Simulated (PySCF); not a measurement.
CH8GeSi, SMILES C[SiH2][GeH3]. Atoms are numbered in the order given.

```xyz
11

Si     0.6627    -1.1492     0.0000
C     -0.7968    -2.3505     0.0000
Ge    -0.1048     1.1186     0.0000
H      1.5154    -1.3680     1.2078
H      1.5154    -1.3680    -1.2078
H     -0.4449    -3.3945     0.0000
H     -1.4258    -2.2002    -0.8915
H     -1.4258    -2.2002     0.8915
H      1.0693     2.1218     0.0000
H     -0.9730     1.4038    -1.2469
H     -0.9730     1.4038     1.2469
```
Charge 0, spin multiplicity 1.

Geometry: B3LYP-D3(BJ)/def2-SVP. This is a generated structure with no PubChem entry under its InChIKey; it may be hypothetical.

Two levels are set side by side: PBE/pcSseg-1 (PySCF) and PBE0/pcSseg-1 (PySCF). GIAO shifts against GeH4 (⁷³Ge), TMS (²⁹Si), TMS (¹H), TMS (¹³C) at the same level; non-relativistic, no solvent, atoms listed together averaged. Differences are taken from unrounded values.

```tsv
quantity	PBE
δ(²⁹Si) of Si1 (ppm)	-64.3
δ(¹³C) of C2 (ppm)	-5.8
δ(⁷³Ge) of Ge3 (ppm)	-7.9
δ(¹H) of H4, H5 (ppm)	4.47
δ(¹H) of H9, H10, H11 (ppm)	3.86
```

Task: These are the PBE values. What does PBE0 give? (The exact figures need the calculation; the answer reports its results.)

Result: 
```
quantity                      PBE0  PBE minus PBE0
---------------------------  -----  --------------
δ(²⁹Si) of Si1 (ppm)         -63.6            -0.7
δ(¹³C) of C2 (ppm)            -6.0             0.1
δ(⁷³Ge) of Ge3 (ppm)         -13.3             5.4
δ(¹H) of H4, H5 (ppm)         4.35            0.12
δ(¹H) of H9, H10, H11 (ppm)   3.82            0.04
```

Rough cost on one machine, each run with all the roots and properties that it gave: PBE0 against PBE within a factor of 2.
